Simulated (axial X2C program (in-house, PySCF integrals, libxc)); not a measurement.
What spin–orbit coupling does to VC

Computed with an in-house all-electron X2C program for linear molecules (integrals from PySCF). Spin-free means the one-electron spin-free X2C Hamiltonian; two-component (2c) means X2C with spin–orbit coupling and atomic mean-field two-electron Coulomb and Gaunt terms, so the difference of the two also holds small scalar two-electron terms. Basis: V dyall-cv3z [10s10p6d4f2g], C dyall-v3z [7s6p2d1f] (cores contracted in-house); Gaussian nuclei, density fitting, unrestricted open shells. Masses: V 50.944 u, C 12.000 u.

Spin-free state: M_S = 3/2, Λ = 2 (beyond evenly filled blocks: 2 × σα, δ+α); fragments V + C.

```
level  Re (Å)  ωe (cm⁻¹)  De (eV)  μ (D)
 PBE0   1.641      830.1      n/a  -2.88
B97-3   1.635      893.4    3.310  -2.84
```

Dipoles are positive if C is the positive end.

Two-component determinant lowest at the distance of the search:

Ω = 1/2 (⟨Sz⟩ = -1.50, ⟨Lz⟩ = 2.00 at PBE0); fragments V + C.

```
level  Re (Å)  ωe (cm⁻¹)  μ (D)
 PBE0   1.641      829.8  -2.88
B97-3   1.635      892.9  -2.84
```

From the two tables, how do the constants change at the PBE0 level (2c against spin-free)?

At the PBE0 level Re is unchanged within 0.001 Å and ωe falls by 0.3 cm⁻¹.

Dissociation energies refer to the lowest single-determinant-based atoms at the same level and basis. De is not given where an atomic determinant may have missed its ground term or J level, or where the truncated virtual space spoils (T). Density functionals use the spin component along the axis (collinear). Without a current term, density functionals place determinants with orbital angular momentum somewhat too high. The state is one determinant with fixed occupations, lowest in a PBE0 search at one distance only: followed along the bond, the 2c determinant Ω = 3/2 reaches 0.03 eV lower at PBE0, at Re = 1.576 Å, so the state shown is not the lowest. With several unpaired electrons one determinant need not be a pure state. The determinant is spin-polarised beyond a pure state at some levels (its spin-free form has ⟨S²⟩ too high), which makes Re and μ there less reliable.
